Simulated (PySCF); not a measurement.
germane (H₄Ge), SMILES [GeH4]. Heavy atoms are numbered as in [GeH4:1]. Hydrogens are named by the atom that carries them.

Coordinates come from a B3LYP-D3(BJ)/def2-TZVP optimisation.

All values below come from KT2/pcSseg-2 run with PySCF.

GIAO shieldings, no solvent; atoms alike by connectivity are averaged. δ = σ(ref) − σ: ¹H against TMS (σ = 31.47 ppm), references at their B3LYP-D3(BJ)/def2-TZVP geometries, non-relativistic.

Computed chemical shifts:
| nucleus | atoms | count | δ (ppm) |
|---|---|---|---|
| ¹H | H on Ge1 | 4 | 3.81 |
